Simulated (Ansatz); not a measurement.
Start from `[SH][Ge]([SH])([SH])[SH]` and change one atom or group to get `[SH][Ge]([SH])([SH])[Cl]`.

Ansatz, PBE0-D4/def2-TZVP geometries, multiplicity 1. Each molecule was computed in one conformer, which needn't be the lowest.

Scalar relativity is left out up to krypton.

```tsv
property	`[SH][Ge]([SH])([SH])[SH]`
LUMO energy (PBE/def2-TZVPP) / eV	-2.25
HOMO energy (PBE/def2-TZVPP) / eV	-6.39
HOMO–LUMO gap (PBE/def2-TZVPP) / eV	4.14
ideal-gas entropy at 298 K and 1 bar (rigid rotor, harmonic PBE0-D4/def2-TZVP) / J/(mol·K)	416
HOMO–LUMO gap (PBE0/def2-TZVPP) / eV	6.29
LUMO energy (PBE0/def2-TZVPP) / eV	-1.33
```

Q: What does the change do to each property? (An estimate is asked.)

A: Computed: 
| property | `[SH][Ge]([SH])([SH])[Cl]` | shift |
| --- | --- | --- |
| LUMO energy (PBE/def2-TZVPP) / eV | -2.52 | -0.27 |
| HOMO energy (PBE/def2-TZVPP) / eV | -6.47 | -0.08 |
| HOMO–LUMO gap (PBE/def2-TZVPP) / eV | 3.95 | -0.19 |
| ideal-gas entropy at 298 K and 1 bar (rigid rotor, harmonic PBE0-D4/def2-TZVP) / J/(mol·K) | 410 | -6 |
| HOMO–LUMO gap (PBE0/def2-TZVPP) / eV | 6.12 | -0.17 |
| LUMO energy (PBE0/def2-TZVPP) / eV | -1.60 | -0.27 |

With PBE0 the HOMO falls by 0.10 eV and the LUMO falls by 0.27 eV, so the gap narrows by about 0.17 eV. PBE moves the HOMO by -0.08 eV and ωB97M-V by -0.09 eV. The zero-point energy changes by -21.2 kJ/mol with -3 modes.
